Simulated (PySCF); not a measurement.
r2SCAN on Rb⁻ (rubidium, charge -1), [Kr] 5s2, closed-shell 1S. All numbers are calculated (PySCF 2.14, the spin-free X2C one-electron Hamiltonian (Gaussian nucleus), in aug-cc-pwCVTZ-X2C with one added diffuse shell each of s, p, d, f type (11s10p8d4f, 109 functions)).

```
cycle= 1 E= -2981.01818890112  delta_E= -0.00639  |g|= 0.0607  |ddm|= 0.991
cycle= 2 E= -2981.01884330477  delta_E= -0.000654  |g|= 0.0237  |ddm|= 0.366
cycle= 3 E= -2981.01911510355  delta_E= -0.000272  |g|= 0.00244  |ddm|= 0.147
cycle= 4 E= -2981.01912682597  delta_E= -1.17e-05  |g|= 0.000258  |ddm|= 0.0297
cycle= 5 E= -2981.01912712662  delta_E= -3.01e-07  |g|= 4.87e-05  |ddm|= 0.0169
cycle= 6 E= -2981.0191271418  delta_E= -1.52e-08  |g|= 1.54e-05  |ddm|= 0.00666
cycle= 7 E= -2981.01912714549  delta_E= -3.69e-09  |g|= 3.47e-06  |ddm|= 0.00375
cycle= 8 E= -2981.01912714596  delta_E= -4.73e-10  |g|= 1.72e-07  |ddm|= 0.00227
converged SCF energy = -2981.01912714596  <S^2> = -1.7763568e-14  2S+1 = 1
```

Highest occupied orbital energy: 0.630 eV; ⟨L²⟩ = 0.00; populations by l: s 10.00, p 18.00, d 10.00, f 0.00.

(1) Can this result be used?

Answers

(1) With care. Self-consistency was reached. At r2SCAN the highest occupied level has a positive energy, so only the finite basis holds that electron; in a semilocal or global hybrid functional this comes from self-interaction and does not mean that the real anion is unbound.
